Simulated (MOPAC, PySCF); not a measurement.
CH9NSi2, SMILES `[SiH3]CN[SiH3]` (Si–C–N–Si torsion 155°), neutral singlet in the gas phase. 

Z-matrix (Å, degrees):
```
N
H 1 1.0079
C 1 1.4540 2 113.96
H 3 1.0965 1 108.92 2 -169.53
H 3 1.1005 4 105.81 1 122.23
Si 1 1.7188 2 118.07 3 154.99
H 6 1.4855 1 107.43 2 31.25
H 6 1.4877 7 110.90 1 -118.47
H 6 1.4949 7 108.52 8 -117.03
Si 3 1.8858 4 107.41 5 117.63
H 10 1.4855 3 110.45 4 53.40
H 10 1.4885 11 109.52 3 122.31
H 10 1.4901 11 108.60 12 118.69
```
Charge 0, multiplicity 1.

All levels are single points at this geometry (PBE0-D4/def2-TZVP); Pople sets use spherical d functions. Orbital energies aren't observables, and empty levels follow the basis.

PBE0-D4/def2-TZVP in PySCF gives dipole (D) = 0.75.

Q: Estimate the dipole (D) from each of these levels: B3LYP-D3(BJ)/def2-TZVP in PySCF; PBE-D3(BJ)/def2-TZVP in PySCF; B3LYP/LANL2DZ in PySCF; M06-2X/6-31G* in PySCF; PBE/6-31G* in PySCF; SVWN5/6-31G* in PySCF; AM1 in MOPAC; PM6 in MOPAC.

A: 
```csv
level,dipole (D)
B3LYP-D3(BJ)/def2-TZVP in PySCF,0.76
PBE-D3(BJ)/def2-TZVP in PySCF,0.74
B3LYP/LANL2DZ in PySCF,0.78
M06-2X/6-31G* in PySCF,0.79
PBE/6-31G* in PySCF,0.79
SVWN5/6-31G* in PySCF,0.80
AM1 in MOPAC,0.65
PM6 in MOPAC,1.72
```
